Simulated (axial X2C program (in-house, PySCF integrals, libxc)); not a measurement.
**Which molecule has these constants?**

Computed with an in-house relativistic program for diatomic molecules, spin-free (one-electron X2C) or two-component (2c: spin–orbit coupling with atomic mean-field Coulomb and Gaunt terms, which also bring small scalar terms), in Dyall basis sets with cores contracted in-house; open shells are unrestricted.

A two-component PBE0 calculation in a Dyall 3-zeta basis gave Re = 1.583 Å, ωe = 984.3 cm⁻¹, dipole magnitude 2.24 D, Ω = 0.

Problem. Which molecule is it?
A. NiGe
B. NiSi
C. NiC

Solution. C. The others have NiSi 2.184 Å and 376.0 cm⁻¹ (Ω = 3); NiGe 2.257 Å and 274.6 cm⁻¹ (Ω = 3).

Each entry is the lowest single determinant of a limited PBE0 search at one distance. De goes to single-determinant-based atoms at the same level (for ions the charge split of lowest energy) and is withheld (n/a) where an atom does not fit its ground term or J level. Main or longest-lived isotopes. One determinant is a doubtful description, or other states lie close, for NiC, NiSi, NiGe; these need not be ground states, and all values refer to the states named. With several unpaired electrons the Ω given is that of one determinant, not necessarily of the lowest component. The functionals have no current term, which raises determinants with orbital currents.
